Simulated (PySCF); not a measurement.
One of the candidates below gave these computed data.

All candidates are H9NO3Si3.

| technique | computed result |
| --- | --- |
| NMR, other nuclei | isotropic shieldings of nuclei other than C and H, by class: 233 (1 N), 312 (3 O), 375 (3 Si) ppm [GIAO PBE0/pcSseg-1] |
| Rotational structure | rotational constants A, B, C: 2.068, 1.176, 0.770 GHz [GFN2-xTB] |
| UV, first state | lowest singlet excitation: 6.19 eV (200 nm, f = 0.007) [TDDFT CAM-B3LYP/def2-SVPD] |
| Dipole | 3.39 D [CAM-B3LYP/def2-SVPD] |
| Polarisability | 89.2 au [CAM-B3LYP/def2-SVPD] |
| UV, strongest line | among the 8 lowest singlet transitions: S7 at 7.85 eV (158 nm, f = 0.029) [TDDFT CAM-B3LYP/def2-SVPD] |

The electronic properties come from PySCF, for the isolated species, density fitting. Levels stand in brackets. Isolated species at its GFN2-xTB geometry (one conformer only). NMR values are class means; diastereotopic atoms form classes of their own.

Question: Which candidate is it?
A. `N[Si](O)(O[SiH3])O[SiH3]`
B. `O[SiH2]N([SiH2]O)[SiH2]O`
C. `N[Si@H](O[SiH3])O[SiH2]O`

Answer: B. It is `O[SiH2]N([SiH2]O)[SiH2]O`. Numbering: `[OH:1][SiH2:2][N:3]([SiH2:4][OH:5])[SiH2:6][OH:7]`. Its formula, H9NO3Si3, gives 0 degrees of unsaturation, so no ring and no π bond. The other shieldings belong to: 233 ppm, nitrogen bridging silicon atoms [N3]; 312 ppm, silanol oxygen [O1/O5/O7]; 375 ppm, oxygen-bound silicon [Si2/Si4/Si6]. By its constants the optimised geometry is an asymmetric top.

The others, at the same levels:
- `N[Si@H](O[SiH3])O[SiH2]O` fails: its computed lowest singlet excitation is 6.97 eV (178 nm, f = 0.048) (against 6.19 eV), strongest line among the 8 lowest singlet transitions is S8 at 8.53 eV (145 nm, f = 0.054) (against S7 at 7.85 eV) and rotational constant A is 1.672 GHz (against 2.068 GHz).
- `N[Si](O)(O[SiH3])O[SiH3]` fails: its computed lowest singlet excitation is 6.71 eV (185 nm, f = 0.046) (against 6.19 eV), rotational constant A is 1.457 GHz (against 2.068 GHz) and smallest rotational constant is 0.837 GHz (against 0.770 GHz).

Each candidate is one conformer, not necessarily the lowest. The conformers computed, where there is a choice (atom-mapped SMILES and torsion angles):
- `[NH2:1][Si:2]([OH:3])([O:4][SiH3:5])[O:6][SiH3:7]`: N1–Si2–O4–Si5 -165°, N1–Si2–O6–Si7 139°, H–N1–Si2–O3 -169°, H–N1–Si2–O3 57°, H–O3–Si2–N1 59°

The conformers of `O[SiH2]N([SiH2]O)[SiH2]O` and `N[Si@H](O[SiH3])O[SiH2]O` aren't listed.
